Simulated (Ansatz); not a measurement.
Cl₄Te, charge +1, doublet, at a GFN2-xTB geometry (a state made from the parent by changing its charge; the spin is typed, not shown lowest) (all electrons, no relativity). Base run: B3LYP/STO-3G run with Ansatz (an electronic-structure program).

Input for Ansatz:
Ansatz 0.2 input:
```yaml
crystal:
  periodic: [false, false, false]
  atoms:
    - {symbol: Te, position_ang: [-0.00572274, 0.01236630, 0.26693104]}
    - {symbol: Cl, position_ang: [1.11337271, -1.43495632, -1.08899499]}
    - {symbol: Cl, position_ang: [1.85279584, 1.50725672, 0.73992591]}
    - {symbol: Cl, position_ang: [-1.06293622, 1.32596783, -1.26356022]}
    - {symbol: Cl, position_ang: [-1.88572747, -1.43609457, 0.79613434]}
basis:
  gaussian:
    orbitals: STO-3G
hamiltonian:
  xc: b3lyp
total_charge: 1
magnetization: {spin_polarized: true, initial_magnetization: 1}
```

Each row names what was changed in the base input (with any setting that the change needs).

```tsv
change	ΔE vs base (kcal/mol)
base	0.000
final_grid = 6, 12, 29	0.006
lower_state_search = light	0.000
point_charge = charge:0.5 position_ang:4.0497, -3.7518, 0.3729	29.71
lower_state_search = full	0.000
forces = on	0.000
final_grid = 10, 20, 41	-0.003
point_charge = charge:-1.0 position_ang:-3.6424, -4.1723, -0.157	-64.2
final_grid = 4, 8, 17	-0.183
```
